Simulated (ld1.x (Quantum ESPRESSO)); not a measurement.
## Which change was made? (Ti, ultrasoft)

- Element: Ti (Z = 22)
- Generator: ld1.x (Quantum ESPRESSO) 7.5
- Type: ultrasoft
- Functional: LDA (PZ)
- Relativity: fully relativistic
- Frozen core: [Ar]
- Valence charge: 4
- Reference configuration: 3d2 4s2 4p0
- Partial waves: 4s (bound): rcut 2.65, rcutus 2.80 bohr; 4s channel at 4.55 Ry: rcut 2.65, rcutus 2.80 bohr; 4p (bound, empty): rcut 3.35, rcutus 4.25 bohr; 4p channel at 0.2 Ry: rcut 3.35, rcutus 4.25 bohr; 3d (bound): rcut 1.70, rcutus 2.30 bohr; 3d channel at 0.55 Ry: rcut 1.70, rcutus 2.30 bohr
- Local potential: all-electron potential smoothed inside 3.40 bohr (lloc = -1)
- Core correction: a·sin(br)/r model core inside 1.15 bohr
- Augmentation charge: PSQ, inside the norm-conserving radii

Open shells are filled in proportion to 2j + 1 (rel_dist='average').

Cutoffs, loose and tight: the cutoffs (Ry, on a coarse ladder) from which the occupation-weighted sum of valence levels, in a spherical-Bessel basis at the reference potential, stays within 10 and 1 mRy of its value at 400 Ry. They do not see the model core or the augmentation charge, which bear on the density cutoff. Test errors are all-electron minus pseudo excitation energies from the reference, over the configurations 3d2 4s1 4p0; 3d2 4s0 4p0; 3d1 4s0 4p0; 3d3 4s1 4p0; 3d1 4s2 4p0; 3d1 4s2 4p1; 3d3 4s0 4p0; variants that change the core or the reference have their own tests. The largest error is taken over the tests solved by every variant that gives reliable tests at all, those not shown here included: 3d1 4s0 4p0; 3d2 4s0 4p0; 3d2 4s1 4p0.

The base gives: outcome: generated; cutoff, loose: 18 Ry; cutoff, tight: 21 Ry; bound ghosts: none; largest test error (meV): -540.

(1) After one change the result is: outcome: generated; cutoff, loose: 21 Ry; cutoff, tight: 30 Ry; bound ghosts: none; largest test error (meV): test run stopped at test 1 of 7 (negative rho). Which change was it?
A. reference 3d1 4s0 4p0
B. waves 3d (bound): rcut 1.70, rcutus 2.04 bohr; 3d channel at 0.55 Ry: rcut 1.70, rcutus 2.04 bohr
C. all radii but the core radius scaled by about 1.24 (s 3.46, p 5.26, d 2.84 bohr, rcut 3.28/4.14/2.10); local potential all-electron potential smoothed inside 4.20 bohr (lloc = -1)

Answers

(1) B. The others give: reference 3d1 4s0 4p0 → outcome: generated, overlap not positive; bound ghosts: not determined (overlap not positive); largest test error (meV): -1169 | all radii but the core radius scaled by about 1.24 (s 3.46, p 5.26, d 2.84 bohr, rcut 3.28/4.14/2.10); local potential all-electron potential smoothed inside 4.20 bohr (lloc = -1) → outcome: generated; cutoff, loose: 10 Ry; cutoff, tight: 15 Ry; bound ghosts: none; largest test error (meV): -812. A file whose overlap is not positive is unfit for use, and its test errors describe a broken file.
